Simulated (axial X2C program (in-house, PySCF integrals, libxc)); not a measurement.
# Ionising the radicals of a process plasma

Calculated with an in-house relativistic program for diatomic molecules, spin-free (one-electron X2C) or two-component (2c: spin–orbit coupling with atomic mean-field Coulomb and Gaunt terms, which also bring small scalar terms), in Dyall basis sets with cores contracted in-house; open shells are unrestricted.

Level PBE0, 2c. Basis sets: As dyall-cv3z, B dyall-v3z, Br dyall-cv3z, C dyall-v3z, Cl dyall-av3z, Co dyall-cv3z, F dyall-av3z, Ge dyall-cv3z, H dyall-v3z, Sb dyall-cv3z, Se dyall-cv3z, Si dyall-v3z, Ti dyall-cv3z, Zr dyall-cv3z.

| species | state | ion state | adiabatic IE with zero-point terms (eV) | D0 (eV) | D0 of the ion (eV) |
| --- | --- | --- | --- | --- | --- |
| ZrBr | Ω = 3/2 (⟨Sz⟩ = 1.50, ⟨Lz⟩ = 0.00 at PBE0) | Ω = 1 (⟨Sz⟩ = -1.00, ⟨Lz⟩ = 2.00 at PBE0) | 6.51 | n/a | n/a |
| CoSi | Ω = 7/2 (⟨Sz⟩ = 0.50, ⟨Lz⟩ = 3.00 at PBE0) | Ω = 3 (⟨Sz⟩ = 1.00, ⟨Lz⟩ = 2.00 at PBE0) | 6.85 | n/a | n/a |
| ZrSe | Ω = 1 (⟨Sz⟩ = -1.00, ⟨Lz⟩ = 2.00 at PBE0) | Ω = 3/2 (⟨Sz⟩ = -0.50, ⟨Lz⟩ = 2.00 at PBE0) | 6.92 | n/a | n/a |
| TiCl | Ω = 3/2 (⟨Sz⟩ = -1.50, ⟨Lz⟩ = 3.00 at PBE0) | Ω = 1 (⟨Sz⟩ = -1.00, ⟨Lz⟩ = 2.00 at PBE0) | 6.95 | n/a | n/a |
| GeC | Ω = 2 (⟨Sz⟩ = 1.00, ⟨Lz⟩ = 1.00 at PBE0) | Ω = 3/2 (⟨Sz⟩ = 1.50, ⟨Lz⟩ = 0.00 at PBE0) | 8.38 | n/a | n/a |
| SbF | Ω = 1 (⟨Sz⟩ = 1.00, ⟨Lz⟩ = 0.00 at PBE0) | Ω = 1/2 (⟨Sz⟩ = -0.49, ⟨Lz⟩ = 0.99 at PBE0) | 8.64 | 4.03 | n/a |
| BAs | Ω = 2 (⟨Sz⟩ = 1.00, ⟨Lz⟩ = 1.00 at PBE0) | Ω = 3/2 (⟨Sz⟩ = 1.50, ⟨Lz⟩ = 0.00 at PBE0) | 8.81 | 3.03 | n/a |
| BH | Ω = 0 (closed shell) | Ω = 1/2 (⟨Sz⟩ = 0.50, ⟨Lz⟩ = 0.00 at PBE0) | 9.53 | 3.35 | 2.46 |
| BCl | Ω = 0 (closed shell) | Ω = 1/2 (⟨Sz⟩ = 0.50, ⟨Lz⟩ = 0.00 at PBE0) | 9.72 | 5.23 | 4.15 |

Q: Which of these can a metastable argon atom (³P2, 11.55 eV, NIST) ionise on energy grounds?

A: At PBE0, 2c, IE lies below 11.55 eV for ZrBr, CoSi, ZrSe, TiCl, GeC, SbF, BAs, BH, BCl.

Q: Which of these can a metastable xenon atom (³P2, 8.32 eV, NIST) ionise on energy grounds?

A: At PBE0, 2c, IE lies below 8.32 eV for ZrBr, CoSi, ZrSe, TiCl. Within the error of the method (some tenths of an eV) the answer is open for GeC, SbF.

Q: Give the threshold for dissociative ionisation to the lowest fragments, IE + D0(ion).

A: At PBE0, 2c: BH → B+ + H: 11.99 eV; BCl → Cl + B+: 13.87 eV.

Each entry is the lowest single determinant of a limited PBE0 search at one distance. De goes to single-determinant-based atoms at the same level (for ions the charge split of lowest energy) and is withheld (n/a) where an atom does not fit its ground term or J level. Main or longest-lived isotopes. One determinant is a doubtful description, or other states lie close, for ZrBr, ZrBr⁺, CoSi, CoSi⁺, ZrSe, ZrSe⁺, TiCl, TiCl⁺, GeC, GeC⁺, SbF, BAs, BAs⁺; these need not be ground states, and all values refer to the states named. Some open-shell Ω = 0 determinants are out of reach, so the Ω given for GeC, SbF, BAs need not be the lowest component. With several unpaired electrons the Ω given is that of one determinant, not necessarily of the lowest component. Some light 2c atoms are not at their ground J level, so De misses part of their lowering (0.04 eV or less). The functionals have no current term, which raises determinants with orbital currents. These values were not checked against measured ones; errors of some tenths of an eV are usual, and D0 of doubtful transition-metal species is not given.
